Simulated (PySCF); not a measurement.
**Orbital energies and ionisation energy**

Species: C₃H₉NOSi₂.
Structure used (PBE0-D3(BJ)/def2-SVP), in Å, numbered top down from 1:
```
atom  x, y, z in Å
O1     2.900   -0.614    0.616
C2     2.233   -1.456    0.056
N3     1.064   -1.173   -0.578
Si4    0.464    0.502   -0.594
C5    -1.341    0.398   -1.164
Si6   -1.810    0.406    0.687
C7    -0.075    1.045    1.132
H8     2.530   -2.532    0.023
H9     0.570   -1.940   -1.020
H10    1.403    1.371   -1.358
H11   -1.658    1.339   -1.645
H12   -1.666   -0.436   -1.803
H13   -2.960    1.284    1.067
H14   -2.067   -0.973    1.203
H15   -0.073    2.146    1.219
H16    0.470    0.627    1.989
```

Level: B3LYP/def2-SVPD (PySCF). Frontier orbitals with their largest atomic shares (Löwdin; up to four atoms above 4 %):

```csv
orbital,ε (eV),main atoms
HOMO−3,-8.46,"C7 27 %, Si6 17 %, C5 15 %, Si4 10 %"
HOMO−2,-8.08,"C5 25 %, N3 20 %, O1 16 %, Si6 10 %"
HOMO−1,-7.63,"O1 37 %, N3 15 %, Si4 9 %, C2 8 %"
HOMO,-7.46,?
LUMO,-0.37,"C2 29 %, O1 21 %, N3 12 %, Si4 8 %"
LUMO+1,-0.10,"Si6 19 %, Si4 14 %, C5 12 %, H11 7 %"
LUMO+2,0.13,"Si6 16 %, H9 16 %, C2 14 %, N3 9 %"
```

Task: What vertical ionisation energy does ΔSCF give, and how far is −ε(HOMO) from it?

Result: ΔSCF: 9.35 eV (902 kJ/mol; threshold wavelength 133 nm); ⟨S²⟩ of the doublet left behind is 0.758, against 0.75 for a pure doublet. −ε(HOMO) is 7.46 eV, 1.89 eV below it. In exact Kohn–Sham theory the two would be equal; B3LYP (global hybrid, 20 % exact exchange) falls short of its own ΔSCF value by 20 %. Holes in the HOMO−1 and HOMO−2 were tried too where these lie within 1.2 eV of the HOMO; the lowest converged state counts.

Task: On which atoms does the HOMO lie?

Result: O1 (amide oxygen) 38 %, C7 (sp3 carbon bound to silicon) 14 %, N3 (amide nitrogen) 10 %, C2 (amide carbonyl carbon) 9 %, so no atom holds as much as 40 %. The HOMO−1 lies 0.17 eV lower.

Task: What total energies stand behind the ΔSCF value?

Result: E(N) = -828.43455 Eh and E(N − 1) = -828.09096 Eh at the same geometry, 0.34359 Eh apart.

Task: With α = 97.6 au, estimate the like-pair dispersion coefficient by London's formula C6 = (3/4)α²I.

Result: I = 0.3436 Eh, so C6 ≈ 2450 au; the Casimir–Polder integral at the same level gives 3550 au, 1.45 times as much.

Geometry: PBE0-D3(BJ)/def2-SVP, one conformer, isolated molecule.
